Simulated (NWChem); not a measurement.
System: CH₃FMg; SMILES [CH3][Mg][F]

```xyz
6

Mg    -0.0770     0.2809     0.0014
F      0.2007     2.0247    -0.0011
C     -0.4036    -1.7715     0.0043
H      0.0622    -2.2590    -0.8686
H     -1.4794    -2.0131    -0.0233
H      0.0147    -2.2493     0.9061
```
Atoms are numbered in this order, from 1.

Level: PBE0/def2-SVP (NWChem), optimised geometry, unscaled harmonic frequencies. 

```tsv
frequency (cm⁻¹)	IR intensity (km/mol)
134	51.5
134	51.5
477	0.1
593	114.1
593	114.1
789	67.9
1147	0.5
1423	0.1
1423	0.1
3043	9.7
3146	5.6
3146	5.6
```

```json
{
 "zero_point_energy": "22.9 kcal/mol",
 "thermal correction to the enthalpy at 298.15 K (with zero-point energy)": "26.6 kcal/mol",
 "heat capacity Cv": "14.3 cal/(mol K)",
 "entropy at 298.15 K and 1 atm (symmetry number 3)": "66.0 cal/(mol K)",
 "dipole_moment": "2.05 D"
}
```

Rigid rotor and harmonic oscillator.
